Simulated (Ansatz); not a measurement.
Single points on the cluster Ca3Se3.

```yaml
crystal:
  periodic: [false, false, false]
  atoms:
    - {symbol: Ca, position_ang: [0.819442, 0.492936, -0.818399]}
    - {symbol: Ca, position_ang: [-0.533861, 1.654863, 2.266232]}
    - {symbol: Ca, position_ang: [-0.911947, -2.615218, -0.691153]}
    - {symbol: Se, position_ang: [0.485167, -1.572999, -2.603188]}
    - {symbol: Se, position_ang: [-0.741143, -0.866080, 1.347140]}
    - {symbol: Se, position_ang: [0.882351, 2.906497, 0.499368]}
basis:
  gaussian: {orbitals: def2-TZVP, initial_orbitals: start.molden}
correlation: {method: mp2}
scf: {omitted_lower_state_checks: [starts]}
output: {orbitals: {seedname: orbitals}}
```

The file start.molden holds the orbitals of an earlier run on this structure, at another level or in another basis.

```sh
$ ansatz run in.yaml --threads 2 --pin off --events-out ev --progress --plain --max-ram 32768MiB --backend cpu
```

It prints (some lines left out):

```
Functional definition: HF
2118 factors; integrals over basis functions are off by at most 6.7e-4 eV
mean field evaluation 1: about -251163.8445 eV, gradient 4.5e1 eV
mean field evaluation 2: about -251165.4895 eV, gradient 2.5e0 eV
mean field evaluation 4: about -251165.7852 eV, gradient 1.7e0 eV
mean field evaluation 8: about -251165.7984 eV, gradient 3.9e-4 eV
mean field -251165.79837070 eV, -9230.1728438305 hartree, gradient 8.5e-6 eV, S^2 0.000000; 0 other end points of the search recorded, 0 dependent functions left out
42 core orbitals not correlated: weight in the atoms' cores, before any rotation towards them, 1.000 or more for the frozen orbitals, at most 0.000 for the correlated occupied ones
reference -251165.79837070 eV, -9230.1728438305 hartree; 39, 39 occupied and 171, 171 virtual orbitals, 2118 factors
second order -38.32392149 eV of doubles, -0.00000000 eV of singles
Total energy: -251204.12229219 eV, -9231.5812219682 hartree
Checks for a lower state left out: starts
```

Hardware: 2 threads of AMD EPYC 7R13 on a shared host. Wall time 22 s, peak host memory 1.1 GiB.

Geometry: PBE0-D4/def2-SVP.

Correlated methods freeze 42 core orbitals; core or outer-core shells of Ca, Se are correlated, in sets that lack core-valence functions. The structure comes from a short search, and lower isomers may exist.
